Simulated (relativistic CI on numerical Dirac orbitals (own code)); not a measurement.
## d8 in a ligand field

Computed with a parametric ligand-field model of a d^n configuration (Racah B and C, spin-orbit zeta, crystal field), exact diagonalisation.

Field parameters in Wybourne normalisation: Oh B⁴₀ = 21Dq, B⁴₄ = √(5/14) B⁴₀. The field is a parameter set, without covalency.

A d8 ion in Oh symmetry has the ground term 3A2 and bands at 1E 11377 cm⁻¹ (879 nm), 3T2 15200 cm⁻¹ (658 nm), 1A1 20052 cm⁻¹ (499 nm), 3T1 21864 cm⁻¹ (457 nm), 1T2 26408 cm⁻¹ (379 nm), 3T1 34086 cm⁻¹ (293 nm). Which parameters reproduce them?

B = 690, C = 3020, ζ = 0 cm⁻¹, Oh, 10Dq = 15200 cm⁻¹.

A d8 ion in Oh symmetry has the ground term 3A2 and bands at 3T2 10800 cm⁻¹ (926 nm), 1E 13398 cm⁻¹ (746 nm), 3T1 17003 cm⁻¹ (588 nm), 1A1 22197 cm⁻¹ (451 nm), 1T2 23921 cm⁻¹ (418 nm), 3T1 27097 cm⁻¹ (369 nm). Which parameters reproduce them?

B = 780, C = 3740, ζ = 0 cm⁻¹, Oh, 10Dq = 10800 cm⁻¹.

Ground term and bands for B = 370, C = 1490, ζ = 0 cm⁻¹, Oh, 10Dq = 37400 cm⁻¹?

Ground term 3A2 with 2.00 electrons in the two orbitals of the cubic e set. Spin-allowed: 3T2 37400 cm⁻¹ (267 nm), 3T1 41696 cm⁻¹ (240 nm), 3T1 76054 cm⁻¹ (131 nm). Lowest spin-forbidden: 1E 5918 cm⁻¹ (1690 nm), 1A1 11495 cm⁻¹ (870 nm), 1T2 43297 cm⁻¹ (231 nm). With an A2 ground term the first spin-allowed band lies at |10Dq| itself.

A d8 ion in Oh symmetry has the ground term 3A2 and bands at 3T2 4950 cm⁻¹ (2020 nm), 3T1 8513 cm⁻¹ (1175 nm), 1E 11818 cm⁻¹ (846 nm), 1T2 16303 cm⁻¹ (613 nm), 3T1 18787 cm⁻¹ (532 nm), 1A1 18913 cm⁻¹ (529 nm). Which parameters reproduce them?

B = 830, C = 2950, ζ = 0 cm⁻¹, Oh, 10Dq = 4950 cm⁻¹.

Ground term and bands for B = 310, C = 1310, ζ = 0 cm⁻¹, Oh, 10Dq = 36200 cm⁻¹?

Ground term 3A2 with 2.00 electrons in the two orbitals of the cubic e set. Spin-allowed: 3T2 36200 cm⁻¹ (276 nm), 3T1 39817 cm⁻¹ (251 nm), 3T1 73433 cm⁻¹ (136 nm). Lowest spin-forbidden: 1E 5084 cm⁻¹ (1967 nm), 1A1 9901 cm⁻¹ (1010 nm), 1T2 41268 cm⁻¹ (242 nm). With an A2 ground term the first spin-allowed band lies at |10Dq| itself.
